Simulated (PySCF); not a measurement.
**Correlation energy of Si (silicon, neutral)**

[Ne] 3s1 3p3, high-spin 5S determinant (an excited configuration). Calculation: PySCF 2.14, in def2-QZVPPD (10s6p5d2f1g, 76 functions); the non-relativistic Hamiltonian (point nucleus). Frozen: [Ne]; 4 electrons correlated.

```csv
level,correlation energy (mhartree)
CCSD,-30.90
(T),-0.63
CCSD(T),-31.53
```

Diagnostics: T1 = 0.0023, D1 = 0.0061, largest double amplitude 0.044.

Cost of the coupled-cluster step: about 5 core-seconds, for 4 correlated electrons.
